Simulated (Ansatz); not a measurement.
Reaction (cleavage of the B–Si bond): `B[SiH]1BS1` + `OCO[SiH3]` → `BOCO[SiH3]` + `B1[SiH2]S1`

Computed with Ansatz on PBE0-D4/def2-TZVP structures; ΔE is electronic, products minus reactants. CCSD(T)/CBS adds triple-zeta CCSD(T) − MP2 to the extrapolated MP2 energy (def2 sets, frozen cores). DFT in def2-TZVPP. B3LYP here is the variant with VWN-RPA as its local correlation; programs differ in this. Each species was taken in one conformer, which may not be the lowest.

```tsv
level	ΔE (kJ/mol)
LDA (SPW92)	-144.7
B97M-V	-142.5
PBE0-D4	-140.5
B3LYP-D4	-151.9
revPBE	-130.2
MP2/def2-TZVPP	-157.4
CCSD(T)/def2-TZVPP	-152.0
MP2/CBS(def2)	-155.8
```

(1) What does CCSD(T)/CBS give? (An estimate is asked.)

Largest T1 diagnostic among the species: 0.020.

## Answers

(1) Computed: -150.4 kJ/mol. The listed levels differ from it by 5.7, 7.9, 9.9, -1.5, 20.2, -7.0, -1.6, -5.4 kJ/mol.

Leaving LDA and LC-ωPBE aside and taking each functional with its dispersion term where it has one, the values, not all of them listed here, spread over 27.1 kJ/mol, from CAM-B3LYP-D4 to revPBE-D4. LDA lies −10.2 kJ/mol from PBE without D4. At CCSD(T), def2-SVP lies −19.6 kJ/mol from the extrapolated value and def2-TZVPP −1.6 kJ/mol.
